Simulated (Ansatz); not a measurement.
Calculated with Ansatz (gas phase, PBE0-D4/def2-TZVP geometries, no zero-point term in ΔE). CCSD(T)/CBS adds triple-zeta CCSD(T) − MP2 to the extrapolated MP2 energy (def2 sets, frozen cores). This one scheme is used for every species. DFT in def2-TZVPP. B3LYP here is the variant with VWN-RPA as its local correlation; programs differ in this. Each species was taken in one conformer, which may not be the lowest.

Consider the formal hydrolysis of the Si–Cl bond: `[SiH3]CO[SiH2]Cl` + H₂O → `O[SiH2]OC[SiH3]` + HCl.

```json
{"level": "B3LYP", "ΔE (kJ/mol)": "3.5"}
{"level": "HF/def2-TZVPP", "ΔE (kJ/mol)": "1.7"}
{"level": "MP2/def2-TZVPP", "ΔE (kJ/mol)": "8.4"}
{"level": "SCS-MP2/def2-TZVPP", "ΔE (kJ/mol)": "5.0"}
```

Task: What does CCSD(T)/CBS give? (Estimate.)

Result: Computed: +9.5 kJ/mol. The listed levels differ from it by -6.0, -7.8, -1.1, -4.5 kJ/mol.

Largest T1 diagnostic among the species: 0.012.
